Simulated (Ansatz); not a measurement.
Ansatz (a first-principles code) input (MP2/6-31G* with LANL2DZ past Ar): The .json file joins the Basis Set Exchange's 6-31G* for atoms up to Ar and LANL2DZ past it.

Ansatz 0.2 input:
```yaml
crystal:
  periodic: [false, false, false]
  atoms:
    - {symbol: Zr, position_ang: [-0.18544821, 0.12855980, -0.19408017]}
    - {symbol: O, position_ang: [1.56263140, -0.09477859, -0.41481558]}
    - {symbol: O, position_ang: [-0.63539036, -0.54802043, 1.38521642]}
basis:
  gaussian:
    orbitals: 6-31Gs+LANL2DZ.json
magnetization: {spin_polarized: false}
correlation: {method: mp2, electrons: outside_noble_gas}
```

Output:

```
Functional definition: HF
integrals: 0.01 GiB planned
543 factors; integrals over basis functions are off by at most 3.1e-4 eV
mean field: 0.10 GiB planned
mean field evaluation 1: about -5313.2761 eV, gradient 7.9e1 eV
mean field evaluation 2: about -5313.2857 eV, gradient 7.9e1 eV
mean field evaluation 4: about -5326.9654 eV, gradient 4.8e0 eV
mean field evaluation 8: about -5327.0696 eV, gradient 5.7e-1 eV
mean field evaluation 16: about -5315.8882 eV, gradient 1.8e0 eV
mean field -5327.07401603 eV, -195.7663592687 hartree, gradient 4.0e-6 eV, S^2 0.000000; 0 other end points of the search recorded, 0 dependent functions left out
6 core orbitals not correlated
reference -5327.07401603 eV, -195.7663592687 hartree; 8, 8 occupied and 38, 38 virtual orbitals, 543 factors
second order -14.09437473 eV of doubles, -0.00000000 eV of singles
Total energy: -5341.16839076 eV, -196.2843179864 hartree
```

The geometry given is a B3LYP-D3(BJ)/def2-TZVP minimum.
